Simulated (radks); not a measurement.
The numbers below are computed, except where a source is named.
Problem. These are the eigenvalues of the occupied orbitals of an atom or ion with whole-number occupations (eV). Code: a radial shooting solver on a logarithmic mesh with Libxc functionals. Model: Dirac Kohn-Sham, LDA (Slater exchange, Perdew-Wang correlation), spin-unpolarised, spherical densities, finite nucleus; Fermi nuclear charge, rms radius of each element as measured or else 0.836 A^(1/3) + 0.57 fm.

orbital  eigenvalue
1s1/2     -10267.38
2s1/2     -1319.218
2p1/2     -1175.977
2p3/2     -1148.381
3s1/2     -205.3883
3p1/2     -158.8840
3p3/2     -155.1646
3d3/2      -76.3366
3d5/2      -75.8258

Which element is it, and in what charge state? The configuration may be excited. Open shells, if any, fill j = l - 1/2 first.

Solution. Z = 31, gallium, charge +4: Ga4+ in [Ar] 3d9. The list shows which subshells hold electrons but not how many an open one holds; the 1s level, -377.32 hartree, gives Z - s = 27.5 by -(Z - s)^2/2, which with screening and relativity narrows Z to a few neighbours, and the depths of the outer levels then fix element, charge and occupations together.
